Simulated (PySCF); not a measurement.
## State search for LiBi⁺

Unrestricted PBE0; Li def2-SVPD, Bi def2-SVPD with ECP60; scalar-relativistic core potentials (PySCF 2.14). Outer shells of the fragments: Li+ closed shells only; Bi 5d10 6s2 6p3.

Followed along the bond (rough minima from three points):

| 2Ms+1 | unpaired | ⟨S²⟩ at the start | R at minimum (Å) | Te (eV) |
| --- | --- | --- | --- | --- |
| 4 | σ ↑, π ↑↑ | 3.75 | 3.06 | 0.00 |
| 2 | σ ↓, π ↑↑ | 1.76 | 3.15 | 0.61 |
| 2 | π ↑ | 0.75 | 2.91 | 0.63 |
| 2 | σ ↑, π ↑↓ | 1.76 | 3.10 | 0.65 |
| 2 | σ ↑ | 0.75 | 3.07 | 1.57 |

Solutions found at the starting distance of 2.845 Å, counted from the lowest of them; the search is not exhaustive and high or unbound solutions are not listed, so other states can lie among these:

```json
{"2Ms+1": "4", "unpaired": "σ ↑, π ↑↑", "term": "⁴Σ⁻", "E (eV)": "0.00", "⟨S²⟩": "3.75", "⟨Lz²⟩": "0.00", "μ (D)": "-9.47"}
{"2Ms+1": "2", "unpaired": "π ↑", "term": "²Π", "E (eV)": "0.62", "⟨S²⟩": "0.75", "⟨Lz²⟩": "1.00", "μ (D)": "-8.68"}
{"2Ms+1": "2", "unpaired": "σ ↓, π ↑↑", "term": "mixed", "E (eV)": "0.64", "⟨S²⟩": "1.76", "⟨Lz²⟩": "0.00", "μ (D)": "-9.38"}
{"2Ms+1": "2", "unpaired": "σ ↑, π ↑↓", "term": "mixed", "E (eV)": "0.66", "⟨S²⟩": "1.76", "⟨Lz²⟩": "2.01", "μ (D)": "-9.38"}
{"2Ms+1": "2", "unpaired": "σ ↑", "term": "mixed", "E (eV)": "1.57", "⟨S²⟩": "0.75", "⟨Lz²⟩": "2.00", "μ (D)": "-9.19"}
{"2Ms+1": "2", "unpaired": "π ↑", "term": "²Π", "E (eV)": "2.56", "⟨S²⟩": "0.75", "⟨Lz²⟩": "1.01", "μ (D)": "-9.70"}
{"2Ms+1": "4", "unpaired": "σ ↑↑, π ↑", "term": "⁴Π", "E (eV)": "4.72", "⟨S²⟩": "3.75", "⟨Lz²⟩": "1.00", "μ (D)": "-0.43"}
{"2Ms+1": "4", "unpaired": "σ ↑, π ↑↑", "term": "mixed", "E (eV)": "5.63", "⟨S²⟩": "3.75", "⟨Lz²⟩": "2.00", "μ (D)": "-1.02"}
{"2Ms+1": "4", "unpaired": "σ ↑, π ↑, δ ↑", "term": "mixed", "E (eV)": "7.91", "⟨S²⟩": "3.75", "⟨Lz²⟩": "5.00", "μ (D)": "-10.39"}
{"2Ms+1": "4", "unpaired": "σ ↑, π ↑, δ ↑", "term": "mixed", "E (eV)": "7.95", "⟨S²⟩": "3.75", "⟨Lz²⟩": "4.94", "μ (D)": "-10.33"}
```

A term symbol is given only where ⟨S²⟩ and ⟨Lz²⟩ are close to those of a pure state; real π, δ and φ orbitals otherwise mix terms. A positive dipole points towards Bi; it is taken about the centre of mass and depends on that origin.

These are scalar-relativistic numbers at best; spin–orbit coupling would shift them, the dissociation energy most. Counting both spins, an empty level lies below a filled one in some of these solutions, because spin and occupation are held.
